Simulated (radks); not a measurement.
Neutral neon inside a hard spherical wall (all orbitals vanish at R), configuration held at [Ne] and not refilled when levels cross. All-electron calculation, non-relativistic Kohn-Sham, PBE, spin-polarised, spherical densities, point nucleus. Program: a radial shooting solver on a logarithmic mesh with Libxc functionals. Eigenvalues in eV for spin up, with the zero of energy where the potential of the charges vanishes at infinity; a dash marks a level that is unbound or too diffuse for the functional's potential to be trusted. A positive occupied level is held by the wall or, in an anion where self-interaction has pushed it up, behind a barrier. The pressure on the wall is -dE/dV.

R (bohr)  E (hartree)  kinetic (hartree)    e(1s)    e(2s)    e(2p)  e(3s, empty)  e(3p, empty)  pressure (GPa)
free       -128.86643            128.563  -829.66  -36.278  -13.347             -             -               0
20         -128.86643            128.563  -829.66  -36.278  -13.347             -             -        < 0.0001
15         -128.86643            128.563  -829.66  -36.278  -13.347             -             -        < 0.0001
12         -128.86643            128.563  -829.66  -36.278  -13.347             -             -        < 0.0001
10         -128.86643            128.563  -829.66  -36.278  -13.347         0.280         1.972        < 0.0001
8          -128.86642            128.563  -829.66  -36.277  -13.347         0.799         3.067        0.000348
7          -128.86639            128.563  -829.65  -36.274  -13.343         1.375         4.100         0.00338
5          -128.86447            128.580  -829.49  -36.152  -13.217         4.831         9.261           0.371
4          -128.85141            128.670  -828.77  -35.652  -12.681        10.530        16.556            4.54
3.5        -128.82370            128.834  -827.66  -34.905  -11.856        16.530        23.573            17.3
3          -128.74002            129.272  -825.09  -33.246   -9.982        27.493        35.509            73.1
